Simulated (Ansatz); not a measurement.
Members of the series B-XY, Y = hydroxy; each row names its spin state. Isolated molecules, 0 K electronic values unless said otherwise. One relaxed conformer stands for each flexible species; it need not be the lowest. Strings in code marks are SMILES.

Quantity: adiabatic spin-state energy, in eV.

Case: `[C-]#[N+][B-]O`: multiplicity 3 minus multiplicity 1. The other species in the difference include `[N+]([B-]O)#[C-]` (charge -1, multiplicity 1). Geometry of `[N+]([B-]O)#[C-]` (charge -1, multiplicity 3, Å):

```xyz
5

C      2.0468    -0.5644    -0.1319
N      1.0234     0.0669    -0.0088
B     -0.1399     0.8129     0.1360
O     -1.4729     0.3196     0.0799
H     -1.4574    -0.6350    -0.0752
```

Problem. Estimate the adiabatic spin-state energy that LC-ωPBE/aug-cc-pVTZ // B3LYP-D3(BJ)/def2-TZVPD (Ansatz, a first-principles code) returns for this input.

Solution. 0.79 eV.
